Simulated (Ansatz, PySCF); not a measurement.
C3H4O3. Atoms are numbered in the order given.

```xyz
10

O      0.0000     0.0000     2.0398
C      0.0000     0.0000     0.8521
O      0.1039    -1.1064     0.0699
C     -0.1139    -0.7585    -1.2945
C      0.1139     0.7585    -1.2945
O     -0.1039     1.1064     0.0699
H      0.5924    -1.3113    -1.9286
H     -1.1445    -1.0295    -1.5789
H     -0.5924     1.3113    -1.9286
H      1.1445     1.0295    -1.5789
```
Charge 0, spin multiplicity 1.

The structure is a stationary point at B3LYP-D3(BJ)/def2-SVP. The values are those of a single conformer.

Vertical ionisation energy (IE) and electron affinity (EA) in eV. Rows of orbital energies are one-electron estimates. Where ΔSCF, EOM or ADC give a negative EA the extra electron is unbound and the value depends on the basis.

| level | IE | EA |
|---|---|---|
| −ε(HOMO), −ε(LUMO), r2SCAN/def2-TZVP (PySCF) | … | … |
| −ε(HOMO), −ε(LUMO), PBE/def2-TZVP (PySCF) | 6.99 | 0.27 |
| ΔSCF, CAM-B3LYP/def2-SVPD (Ansatz), final states of multiplicity 2 and 2 | 11.40 | -1.44 |
| ΔSCF, PBE/def2-SVPD (Ansatz), final states of multiplicity 2 and 2 | 10.69 | -1.22 |

Some entries are withheld; supply them. (Estimate from the structure and the level; the computed values follow.)


- −ε(HOMO), −ε(LUMO), r2SCAN/def2-TZVP (PySCF), IE: 7.34
- −ε(HOMO), −ε(LUMO), r2SCAN/def2-TZVP (PySCF), EA: -0.05

What vertical singlet–triplet gap does ΔSCF give with CAM-B3LYP/def2-SVPD (Ansatz, an electronic-structure program) and with PBE/def2-SVPD (Ansatz)? (The exact figures need the calculation; the answer reports its results.)

6.57 and 6.51 eV (triplet above singlet where positive).
